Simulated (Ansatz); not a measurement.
Job for Ansatz (a program for electronic structure): R-CCSD(T)/cc-pV(D+d)Z on AlH3O3 (SMILES [OH][Al]([OH])[OH]), a point of a torsion scan. Files ending in .json are basis or fitting sets from the Basis Set Exchange.

Ansatz 0.2 input:
```yaml
crystal:
  periodic: [false, false, false]
  atoms:
    - {symbol: O, position_ang: [-1.43252376, -0.87451157, -0.33674139]}
    - {symbol: Al, position_ang: [0.16070398, -0.43018909, -0.20534931]}
    - {symbol: O, position_ang: [0.64573850, 0.56473011, 1.03087292]}
    - {symbol: O, position_ang: [1.26935986, -0.98042219, -1.31033617]}
    - {symbol: H, position_ang: [-2.22668387, -0.70016956, 0.14855672]}
    - {symbol: H, position_ang: [1.46732677, 0.94342430, 1.31099861]}
    - {symbol: H, position_ang: [1.24411170, -1.53573206, -2.07684959]}
basis:
  gaussian:
    orbitals: cc-pV_D+d_Z.json
magnetization: {spin_polarized: false}
correlation: {method: ccsd_t, electrons: outside_noble_gas}
scf: {lower_state_search: off}
```

The head of its log:

```
WARN ansatz: RAYON_NUM_THREADS=1 ignored (pool sized by the plan → 1); use --threads N
Functional definition: HF
these checks for a lower state are left out or cut short: stability, starts, cluster_reference, orbital_swaps, neighbouring_geometries, increment
integrals: 0.07 GiB planned
762 factors; integrals over basis functions are off by at most 1.1e-3 eV
mean field: 0.15 GiB planned
mean field evaluation 1: about -12741.6122 eV, gradient 5.6e1 eV
mean field evaluation 2: about -12741.6148 eV, gradient 5.6e1 eV
mean field evaluation 4: about -12747.0078 eV, gradient 2.2e0 eV
mean field evaluation 8: about -12747.0266 eV, gradient 1.1e-1 eV
mean field -12747.02663829 eV, -468.4445887121 hartree, gradient 1.7e-6 eV, S^2 0.000000; 0 other end points of the search recorded, 0 dependent functions left out
8 core orbitals not correlated
reference -12747.02663829 eV, -468.4445887121 hartree; 12, 12 occupied and 60, 60 virtual orbitals, 762 factors
```

Problem. Give the final energy of this run.

Solution. -469.0945 hartree (reference determinant -468.4446, T1 diagnostic 0.013).
